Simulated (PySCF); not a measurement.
Be2Br2Cl2: core ionisation energies

Species: (ClBe-mu-Br)2.
Structure used (PBE0-D3(BJ)/def2-SVP), in Å, numbered top down from 1:
```
atom  x, y, z in Å
Be1    1.145    0.200    0.712
Cl2    2.687    0.478    1.675
Br3    0.196   -1.669    0.157
Be4   -1.145   -0.202   -0.712
Cl5   -2.688   -0.475   -1.674
Br6   -0.195    1.668   -0.157
```

Computed with PySCF, delta-SCF UKS SCAN, pcX-2 on the ionised atom, pcseg-1 elsewhere, spin-free X2C. These are vertical core ionisation energies against the vacuum level, from separate self-consistent calculations with and without the core hole.

**Question.** List the computed XPS lines with their assignment.

**Answer.** 
| atom(s) | bonded to | level | binding energy (eV) | 2p1/2 (eV) | count |
| --- | --- | --- | --- | --- | --- |
| Be1/Be4 | Cl and 2 Br | Be 1s | 122.37 | – | 2 |
| Cl2/Cl5 | Be | Cl 2p3/2 | 205.85 | 207.50 | 2 |
| Cl2/Cl5 | Be | Cl 1s | 2828.44 | – | 2 |

**Question.** Which effective nuclear charge Zeff reproduces each element's mean 1s value in the hydrogen-like formula E = 13.606 eV × Zeff²?

**Answer.** Be (Z = 4): mean 122.4 eV, Zeff = 3.00, Z − Zeff = 1.00; Cl (Z = 17): mean 2828.4 eV, Zeff = 14.42, Z − Zeff = 2.58. Means run over the listed sites, weighted by atom count.

**Question.** Which photon energy gives electrons from Cl 2p3/2 of Cl2/Cl5 a kinetic energy of 200 eV, and what is their de Broglie wavelength?

**Answer.** hν = 205.85 + 200 = 405.85 eV, recoil neglected; λ = 12.264 Å/√(E/eV) = 0.87 Å.

The first atom of each set that the bonding makes equivalent was ionised and stands for the set. Spin–orbit coupling isn't in the SCF: each 2p doublet comes from a relaxed spin-free hole plus a matrix of the shell (mean-field spin–orbit coupling and the ground-state 2p splitting), with 2p3/2 averaged over its two sublevels. 2p1/2 minus 2p3/2 (ligand field included): Cl 1.65 eV. No level of bromine is listed. Isolated species at its PBE0-D3(BJ)/def2-SVP geometry (one conformer only).
